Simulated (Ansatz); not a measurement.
`BB` + `C[SiH2]O` → `BO[SiH2]C` + BH₃  (cleavage of the B–B bond)

Gas-phase electronic energies from Ansatz, PBE0-D4/def2-TZVP geometries. CCSD(T)/CBS is the MP2 limit (def2-TZVPP, def2-QZVPP) plus CCSD(T) − MP2 in def2-TZVPP, frozen cores. This one scheme is used for every species. Functionals use def2-TZVPP. HSE06 is defined as in plane-wave codes. Each species was taken in one conformer, which may not be the lowest.

```json
{"species": "`BB`", "HSE06-D4 energy (Eh)": "-51.96023"}
{"species": "`C[SiH2]O`", "HSE06-D4 energy (Eh)": "-406.27798"}
{"species": "`BO[SiH2]C`", "HSE06-D4 energy (Eh)": "-431.72310"}
{"species": "BH₃", "HSE06-D4 energy (Eh)": "-26.56417"}
```

(1) Work out ΔE.

Largest T1 diagnostic among the species: 0.012.

Answers

(1) ΔE = (-431.72310) + (-26.56417) − (-51.96023) − (-406.27798) = -0.04906 Eh = -30.8 kcal/mol. CCSD(T)/CBS gives -33.8 kcal/mol.

The D4 term adds −0.8 kcal/mol with B3LYP and −0.5 kcal/mol with PBE0; it sums over pairs of atoms, weighted by their polarisabilities, and B3LYP, whose exchange is more repulsive, gets the larger term. Leaving LDA and LC-ωPBE aside and taking each functional with its dispersion term where it has one, the values, not all of them listed here, spread over 6.0 kcal/mol, from BHLYP-D4 to PBE-D4.

B3LYP here is the variant with VWN-RPA as its local correlation; programs differ in this.
